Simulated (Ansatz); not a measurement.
Basis-set extrapolation for FH4O3Si2 (`O[SiH]O[SiH](O)F`) radical (PBE0-D4/def2-TZVP geometry, frozen core, Ansatz). Multiplicity 2, UHF reference.

```csv
,def2-TZVPP,def2-QZVPP
HF,-904.650830,-904.686582
MP2 correlation,-1.171976,-1.273396
CCSD(T) correlation,-1.234595,not run
```

Energies in hartree. Use E(X) = E(∞) + A·exp(−7.88·√X) for Hartree–Fock and E(X) = E(∞) + B·X^(−2.97) for correlation, with X = 3 and 4, and add CCSD(T) minus MP2 of the smaller set to the MP2 limit.

Question: What is the CCSD(T) energy at the basis-set limit?

Answer: HF limit: -904.686582 + (-0.035752) × 0.13774 = -904.69151. MP2 limit: -1.273396 + (-0.101420) × 0.74074 = -1.34852. Higher-order term: -1.234595 − (-1.171976) = -0.06262. Total: -906.10265 hartree, 570.3 kJ/mol below CCSD(T)/def2-TZVPP.
